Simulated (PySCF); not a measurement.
A structure optimised at PBE0-D3(BJ)/def2-SVP, used in a PySCF frequency run:

```
B
F 1 1.3091
F 1 1.3091 2 119.13
I 1 2.1228 2 120.43 3 180.00
```
Charge 0, spin multiplicity 1.

Task: Write its SMILES, formula and point group.

Result: FB(F)I, BF₂I, C2v

Task: What are its rotational constants (standard atomic weights)?

Result: 10.440, 2.0280, 1.6982 GHz
